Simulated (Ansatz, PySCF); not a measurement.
ReO2F3, SMILES [F][Re](=[O])(=[O])([F])[F], multiplicity 1. Atoms are numbered in the order given.

```xyz
6

Re     0.0000     0.0000     0.0792
O      0.0000     1.3688     1.0634
O      0.0000    -1.3688     1.0634
F      0.0000     0.0000    -1.8005
F      1.8410     0.0000    -0.2177
F     -1.8410     0.0000    -0.2177
```

Geometry optimised at B3LYP-D3(BJ)/def2-SVP. The spin state was assumed, not searched. The def2 effective core potentials stand for the cores of Re; spin–orbit coupling is left out.

Two levels are set side by side: PBE-D3(BJ)/def2-SVP (Ansatz, a program for electronic structure) and B3LYP-D3(BJ)/def2-SVP (Ansatz). Each level has its own optimised geometry; the coordinates shown are those of the second. Frequencies come from the Hessian of PySCF at each geometry. Differences are taken from unrounded values.

| quantity | B3LYP-D3(BJ) |
|---|---|
| mean bond length (Å) | 1.796 |
| bond Re1–O2 (Å) | 1.686 |
| bond Re1–O3 (Å) | 1.686 |
| bond Re1–F4 (Å) | 1.880 |
| bond Re1–F5 (Å) | 1.865 |
| bond Re1–F6 (Å) | 1.865 |
| highest harmonic wavenumber (cm⁻¹) | 1065 |
| mean harmonic wavenumber (cm⁻¹) | 512 |
| zero-point energy (kcal/mol) | 8.78 |

**Question.** What does PBE-D3(BJ) give, and how far is it from B3LYP-D3(BJ)? (Estimate from the structure and the level; the computed values follow.)

**Answer.** 
| quantity | PBE-D3(BJ) | PBE-D3(BJ) minus B3LYP-D3(BJ) |
|---|---|---|
| mean bond length (Å) | 1.807 | 0.011 |
| bond Re1–O2 (Å) | 1.701 | 0.015 |
| bond Re1–O3 (Å) | 1.701 | 0.015 |
| bond Re1–F4 (Å) | 1.891 | 0.011 |
| bond Re1–F5 (Å) | 1.872 | 0.007 |
| bond Re1–F6 (Å) | 1.872 | 0.007 |
| highest harmonic wavenumber (cm⁻¹) | 1016 | -49 |
| mean harmonic wavenumber (cm⁻¹) | 494 | -18 |
| zero-point energy (kcal/mol) | 8.48 | -0.30 |

Exact exchange shortens and stiffens bonds; PBE has none. Differences between two approximate levels are no errors against the true value.
